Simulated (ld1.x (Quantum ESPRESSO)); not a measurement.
## Which change was made? (Tb, PAW)

ld1.x (Quantum ESPRESSO) 7.5 input, shortened:

```
&input
   title='Tb', zed=65., rel=1, dft='PBESOL', iswitch=3,
   config='[Xe] 4f8 5d1 6s1.75 6p0.25'
 /
 &inputp
   pseudotype=3, lpaw=.true., tm=.true., lloc=-2, rcloc=2.05,
   nlcc=.true., new_core_ps=.true., rcore=1.85,
   which_augfun='BESSEL', rmatch_augfun=1.60
 /
6
5S  1  0   2.00   0.00  1.75  2.15  0.0
6S  2  0   1.75   0.00  1.75  2.15  0.0
5P  2  1   6.00   0.00  2.40  2.80  0.0
6P  3  1   0.25   0.00  2.40  2.80  0.0
5D  3  2   1.00   0.00  1.90  2.25  0.0
5D  3  2   0.00   1.00  1.90  2.25  0.0
 &test
   configts(1)='5s2 5p6 5d1 6s1.75 6p0.25'
 /
```

Cutoffs, loose and tight: the cutoffs (Ry, on a coarse ladder) from which the occupation-weighted sum of valence levels, in a spherical-Bessel basis at the reference potential, stays within 10 and 1 mRy of its value at 400 Ry. They do not see the model core or the augmentation charge, which bear on the density cutoff. Test errors are all-electron minus pseudo excitation energies from the reference, over the configurations 5s2 5p6 5d1 6s2 6p0; 5s2 5p6 5d1 6s1 6p0; 5s2 5p6 5d1 6s0 6p0; 5s2 5p6 5d2 6s1 6p0; 5s2 5p6 5d1 6s1.5 6p0; 5s1 5p6 5d1 6s2 6p0; 5s2 5p6 5d1 6s0 6p2; variants that change the core or the reference have their own tests. The largest error is taken over the tests solved by every variant that gives reliable tests at all, those not shown here included: 5s2 5p6 5d1 6s0 6p0; 5s2 5p6 5d1 6s1 6p0; 5s2 5p6 5d1 6s1.5 6p0; 5s2 5p6 5d1 6s2 6p0; 5s2 5p6 5d2 6s1 6p0.

The base gives: outcome: generated; cutoff, loose: 18 Ry; cutoff, tight: 25 Ry; bound ghosts: none; largest test error (meV): -20.

After one change the result is: outcome: generated, overlap not positive; bound ghosts: not determined (overlap not positive); largest test error (meV): -20. Which change was it?
A. all radii but the core radius scaled by about 0.82 (s 1.76, p 2.30, d 1.86 bohr, rcut 1.44/1.98/1.56); local potential all-electron potential smoothed inside 1.68 bohr (lloc = -2); augmentation BESSEL, radius 1.32 bohr
B. all radii but the core radius scaled by about 0.90 (s 1.94, p 2.52, d 2.04 bohr, rcut 1.58/2.16/1.72); local potential all-electron potential smoothed inside 1.84 bohr (lloc = -2); augmentation BESSEL, radius 1.44 bohr
C. all radii but the core radius scaled by about 1.12 (s 2.42, p 3.14, d 2.52 bohr, rcut 1.96/2.70/2.14); local potential all-electron potential smoothed inside 2.30 bohr (lloc = -2); augmentation BESSEL, radius 1.80 bohr

B. The others give: all radii but the core radius scaled by about 0.82 (s 1.76, p 2.30, d 1.86 bohr, rcut 1.44/1.98/1.56); local potential all-electron potential smoothed inside 1.68 bohr (lloc = -2); augmentation BESSEL, radius 1.32 bohr → outcome: failed: new_paw_hamiltonian: negative rho | all radii but the core radius scaled by about 1.12 (s 2.42, p 3.14, d 2.52 bohr, rcut 1.96/2.70/2.14); local potential all-electron potential smoothed inside 2.30 bohr (lloc = -2); augmentation BESSEL, radius 1.80 bohr → outcome: generated; cutoff, loose: 15 Ry; cutoff, tight: 21 Ry; bound ghosts: none; largest test error (meV): -18. A file whose overlap is not positive is unfit for use, and its test errors describe a broken file.
